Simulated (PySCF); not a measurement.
Checking a proposed structure

A compound C$_{4}$H$_{6}$F$_{3}$PSi gives the data below (simulated from a calculation) and was assigned the structure `C[Si@@H](P)C#CC(F)(F)F`.

13C{1H} NMR (computed): δ 271.4 (C), 136.1 (C), 102.0 (CH), 34.8 (CH2).

1H NMR (300 MHz, computed): δ 6.23 (m, 1H), 4.36 (d, 3H), 2.50 (m, 2H).

How the numbers were obtained: geometry: GFN2-xTB, PBE0/pcSseg-1 with gauge-including orbitals, in PySCF 2.14.0 with density-fitted response routines (averaged over atoms made equivalent by symmetry, fast rotation or ring inversion, gas phase, relativity neglected, one conformer).

Scale: TMS for 1H (σ = 31.72 ppm) and 13C (σ = 186.93 ppm) (reference shieldings calculated alike).

Question: Compare with the shifts computed for the proposed structure, pairing carbons in order of shift.

Answer: Numbering as in the mapped SMILES `[CH3:1][Si@@H:2]([PH2:3])[C:4]#[C:5][C:6]([F:7])([F:8])[F:9]`; H(Xn) means a hydrogen on atom n.

```csv
atom,computed for proposal,given list,difference
C6,122.9,271.4,-148.5
C4,101.2,136.1,-34.9
C5,101.0,102.0,-1.0
C1,-2.4,34.8,-37.2
```

The rms difference is 78.5 ppm and the largest -148.5 ppm at C6 (CF3 carbon). The carbon types in order of shift don't match either: C, C, C, CH3 for the proposal against C, C, CH, CH2 in the data. The proposal doesn't fit.

Question: Which isomer fits?

Answer: `FC(F)(F)CP=C=C[SiH3]`.

1. δC 271.4: cumulene carbon.
2. δC 136.1: CF3 carbon; 3 electronegative neighbours deshield it.
3. δC 102.0: alkene CH; as expected for a trigonal carbon in a double bond.
4. δH 6.23: hydrogen on an alkene CH; olefinic region.

The shifts were computed for this structure.

Splittings by 19F and 31P in the carbon and heteronuclear signals aren't shown, as no couplings were computed. Shifts are as computed. Against solution values, carbons near 30 ppm lie about +3 ppm off and those near 130 ppm about +5 ppm. Of 1211 compounds with measured shifts, 218 miss one by over three times the rms of a fit or turn the order of signals round; such compounds aren't used in these exercises. No couplings were computed; multiplicities are counted from neighbouring protons, with m where these are inequivalent, close in shift, in a saturated or five-membered ring or joined by F or P, and br s for small geminal =CH2 splittings.
